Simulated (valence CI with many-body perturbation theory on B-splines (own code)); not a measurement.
# Sn: electric-dipole lines

Calculated by configuration interaction combined with many-body perturbation theory (CI+MBPT): four valence electrons over a frozen Dirac-Fock core [Kr] 4d10, radial functions for each j: 11 s, 11 p, 9 d, 7 f, 5 g, 2 h, 1 i, with the one-electron correlation potential Σ1 (screened to all orders), the two-electron term Σ2, the three-electron term Σ3, Breit, model QED; selected single and double excitations, second order for the rest, scaled by the run's own slope (own B-spline code, finite nucleus).

Against 31 measured levels this calculation errs by 50 cm⁻¹ on average and by 287 at most. These come from a selection out of the NIST Handbook of Basic Atomic Spectroscopic Data. Levels without a partner in it may be off by more. Among the levels kept, up to 400 cm⁻¹ of a level comes from second order outside the variational space, and about a tenth of that is noise between levels of different J, which matters for small intervals.

Lines 151 to 200 of 207 in falling wavelength, among levels below 54266 cm⁻¹, chosen from the strongest by gf and those to the six lowest levels. Wavelengths and rates use the calculated energies, so an error of 50 cm⁻¹ moves a line at 240.9 nm by 0.12 % and its rate by three times that or more. Electric multipoles are in the length gauge, E1 and E2 with the static RPA response of the core. Weak lines are less certain than strong ones. Lines between different terms over intervals too small for the method are left out, as are lines whose strength nearly cancels. Where a level lies close to another of its J and parity, the split of strength between their lines is uncertain. The highest levels of a list are the least certain.

Levels are named by their leading jj configuration (3d3/2^4 stands for four electrons in 3d with j = 3/2), which in mixed levels can hold well under half, so a name can repeat and another be missing.

| λ vac (nm) | λ from measured levels | Upper | Lower | A (s⁻¹) | S (a.u.) with core polarisation | S without |
| --- | --- | --- | --- | --- | --- | --- |
| 240.9 | 240.9 | (5s^2 5p3/2 5d5/2) J=1 | (5s^2 5p3/2^2) J=2 | 1.57e+07 | 3.25e-01 | 3.39e-01 |
| 238.5 | 238.1 | (5s^2 5p1/2 5d3/2) J=2 | (5s^2 5p1/2 5p3/2) J=1 | 2.70e+06 | 9.04e-02 | 9.16e-02 |
| 236.1 |  | (5s^2 5p1/2 6d5/2) J=2 | (5s^2 5p3/2^2) J=2 | 2.09e+06 | 6.80e-02 | 7.38e-02 |
| 236.0 | 235.6 | (5s^2 5p1/2 5d5/2) J=2 | (5s^2 5p1/2 5p3/2) J=1 | 1.55e+08 | 5.03e+00 | 5.06e+00 |
| 235.1 |  | (5s^2 5p1/2 6d3/2) J=2 | (5s^2 5p3/2^2) J=2 | 1.22e+04 | 3.90e-04 | 9.01e-04 |
| 234.0 | 233.6 | (5s^2 5p1/2 5d3/2) J=1 | (5s^2 5p1/2 5p3/2) J=1 | 6.07e+07 | 1.15e+00 | 1.16e+00 |
| 233.2 |  | (5s^2 5p1/2 6d3/2) J=1 | (5s^2 5p3/2^2) J=2 | 1.13e+06 | 2.12e-02 | 3.31e-02 |
| 231.7 |  | (5s^2 5p1/2 6d5/2) J=3 | (5s^2 5p3/2^2) J=2 | 1.39e+08 | 5.96e+00 | 6.23e+00 |
| 229.2 | 228.7 | (5s^2 5p3/2 5d3/2) J=2 | (5s^2 5p1/2 5p3/2) J=2 | 2.19e+07 | 6.50e-01 | 6.40e-01 |
| 228.5 |  | (5s^2 5p3/2 7s) J=2 | (5s^2 5p3/2^2) J=2 | 2.73e+06 | 8.02e-02 | 7.57e-02 |
| 227.5 | 227.0 | (5s^2 5p3/2 5d5/2) J=3 | (5s^2 5p1/2 5p3/2) J=2 | 9.65e+07 | 3.92e+00 | 3.84e+00 |
| 227.0 |  | (5s^2 5p3/2 7s) J=1 | (5s^2 5p3/2^2) J=2 | 4.05e+07 | 7.02e-01 | 6.93e-01 |
| 225.3 |  | (5s^2 5p1/2 8s) J=1 | (5s^2 5p3/2^2) J=2 | 2.25e+07 | 3.82e-01 | 3.74e-01 |
| 225.1 | 224.7 | (5s^2 5p1/2 5d3/2) J=1 | (5s^2 5p1/2^2) J=0 | 1.64e+08 | 2.76e+00 | 2.77e+00 |
| 223.6 |  | (5s^2 5p1/2 7s) J=1 | (5s^2 5p1/2 5p3/2) J=2 | 1.78e+07 | 2.95e-01 | 2.79e-01 |
| 222.6 |  | (5s^2 5p1/2 7d3/2) J=1 | (5s^2 5p3/2^2) J=2 | 3.96e+04 | 6.47e-04 | 1.45e-03 |
| 222.5 |  | (5s^2 5p1/2 7d5/2) J=2 | (5s^2 5p3/2^2) J=2 | 6.14e+05 | 1.67e-02 | 1.92e-02 |
| 221.6 |  | (5s^2 5p1/2 7d5/2) J=3 | (5s^2 5p3/2^2) J=2 | 3.37e+06 | 1.27e-01 | 1.53e-01 |
| 221.3 | 221.0 | (5s^2 5p3/2 5d5/2) J=2 | (5s^2 5p1/2 5p3/2) J=2 | 1.10e+08 | 2.93e+00 | 3.00e+00 |
| 220.4 | 220.0 | (5s^2 5p3/2 5d3/2) J=2 | (5s^2 5p1/2 5p3/2) J=1 | 4.49e+07 | 1.19e+00 | 1.16e+00 |
| 219.9 | 219.5 | (5s^2 5p3/2 5d3/2) J=1 | (5s^2 5p1/2 5p3/2) J=2 | 6.07e+07 | 9.56e-01 | 9.76e-01 |
| 219.5 |  | (5s^2 5p1/2 7d3/2) J=2 | (5s^2 5p3/2^2) J=2 | 3.99e+04 | 1.04e-03 | 4.54e-04 |
| 215.3 | 215.2 | (5s^2 5p3/2 5d3/2) J=3 | (5s^2 5p1/2 5p3/2) J=2 | 9.70e+06 | 3.35e-01 | 3.73e-01 |
| 215.3 |  | (5s^2 5p1/2 7s) J=0 | (5s^2 5p1/2 5p3/2) J=1 | 5.55e+07 | 2.73e-01 | 2.63e-01 |
| 215.2 |  | (5s^2 5p1/2 7s) J=1 | (5s^2 5p1/2 5p3/2) J=1 | 4.30e+06 | 6.34e-02 | 6.05e-02 |
| 214.4 | 214.1 | (5s^2 5p3/2 5d5/2) J=1 | (5s^2 5p1/2 5p3/2) J=2 | 8.69e+06 | 1.27e-01 | 1.30e-01 |
| 211.8 | 211.5 | (5s^2 5p3/2 5d3/2) J=1 | (5s^2 5p1/2 5p3/2) J=1 | 7.49e+07 | 1.05e+00 | 1.05e+00 |
| 210.5 |  | (5s^2 5p1/2 6d5/2) J=2 | (5s^2 5p1/2 5p3/2) J=2 | 2.15e+07 | 4.95e-01 | 5.06e-01 |
| 209.7 |  | (5s^2 5p1/2 6d3/2) J=2 | (5s^2 5p1/2 5p3/2) J=2 | 8.25e+06 | 1.88e-01 | 1.86e-01 |
| 209.4 | 209.2 | (5s^2 5p3/2 5d3/2) J=0 | (5s^2 5p1/2 5p3/2) J=1 | 1.43e+08 | 6.50e-01 | 6.63e-01 |
| 208.2 |  | (5s^2 5p1/2 6d3/2) J=1 | (5s^2 5p1/2 5p3/2) J=2 | 4.70e+06 | 6.28e-02 | 6.95e-02 |
| 207.7 |  | (5s^2 5p1/2 7s) J=1 | (5s^2 5p1/2^2) J=0 | 1.51e+07 | 2.00e-01 | 1.89e-01 |
| 207.1 |  | (5s^2 5p1/2 6d5/2) J=3 | (5s^2 5p1/2 5p3/2) J=2 | 1.49e+07 | 4.57e-01 | 4.55e-01 |
| 206.7 | 206.5 | (5s^2 5p3/2 5d5/2) J=1 | (5s^2 5p1/2 5p3/2) J=1 | 8.72e+06 | 1.14e-01 | 1.23e-01 |
| 204.4 | 204.2 | (5s^2 5p3/2 5d3/2) J=1 | (5s^2 5p1/2^2) J=0 | 6.81e+06 | 8.62e-02 | 9.80e-02 |
| 204.4 |  | (5s^2 5p3/2 7s) J=2 | (5s^2 5p1/2 5p3/2) J=2 | 2.82e+07 | 5.94e-01 | 5.63e-01 |
| 203.3 |  | (5s^2 5p3/2 7s) J=1 | (5s^2 5p1/2 5p3/2) J=2 | 2.73e+05 | 3.40e-03 | 2.55e-03 |
| 203.1 |  | (5s^2 5p1/2 6d5/2) J=2 | (5s^2 5p1/2 5p3/2) J=1 | 6.07e+05 | 1.26e-02 | 5.63e-03 |
| 202.4 |  | (5s^2 5p1/2 6d3/2) J=2 | (5s^2 5p1/2 5p3/2) J=1 | 5.95e+05 | 1.22e-02 | 1.14e-02 |
| 201.9 |  | (5s^2 5p1/2 8s) J=1 | (5s^2 5p1/2 5p3/2) J=2 | 9.82e+06 | 1.20e-01 | 1.16e-01 |
| 200.9 |  | (5s^2 5p1/2 6d3/2) J=1 | (5s^2 5p1/2 5p3/2) J=1 | 4.73e+06 | 5.68e-02 | 6.06e-02 |
| 199.7 |  | (5s^2 5p1/2 7d3/2) J=1 | (5s^2 5p1/2 5p3/2) J=2 | 3.91e+05 | 4.62e-03 | 5.63e-03 |
| 199.7 | 199.5 | (5s^2 5p3/2 5d5/2) J=1 | (5s^2 5p1/2^2) J=0 | 3.65e+06 | 4.30e-02 | 3.56e-02 |
| 199.6 |  | (5s^2 5p1/2 7d5/2) J=2 | (5s^2 5p1/2 5p3/2) J=2 | 3.45e+06 | 6.77e-02 | 7.58e-02 |
| 198.9 |  | (5s^2 5p1/2 7d5/2) J=3 | (5s^2 5p1/2 5p3/2) J=2 | 2.95e+07 | 8.02e-01 | 9.72e-01 |
| 197.4 |  | (5s^2 5p3/2 7s) J=2 | (5s^2 5p1/2 5p3/2) J=1 | 1.52e+07 | 2.89e-01 | 2.83e-01 |
| 197.2 |  | (5s^2 5p1/2 7d3/2) J=2 | (5s^2 5p1/2 5p3/2) J=2 | 1.70e+05 | 3.22e-03 | 2.37e-03 |
| 196.4 |  | (5s^2 5p3/2 7s) J=1 | (5s^2 5p1/2 5p3/2) J=1 | 3.15e+06 | 3.53e-02 | 3.12e-02 |
| 195.5 |  | (5s^2 5p1/2 8s) J=0 | (5s^2 5p1/2 5p3/2) J=1 | 1.84e+07 | 6.77e-02 | 6.41e-02 |
| 195.1 |  | (5s^2 5p1/2 8s) J=1 | (5s^2 5p1/2 5p3/2) J=1 | 1.80e+06 | 1.98e-02 | 1.99e-02 |
